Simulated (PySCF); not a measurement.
A structure optimised at B3LYP-D3(BJ)/def2-SVPD, used in a PySCF frequency run:

```xyz
4

C      0.0000     0.0000    -0.8673
I     -1.8440     1.0646     0.0327
I      0.0000    -2.1293     0.0327
I      1.8440     1.0646     0.0327
```
Charge -1, spin multiplicity 1.

Task: Write its SMILES, formula and point group.

Result: I[C-](I)I, CI3, C3v

Task: What are its rotational constants (standard atomic weights)?

Result: 0.57925, 0.57925, 0.29279 GHz
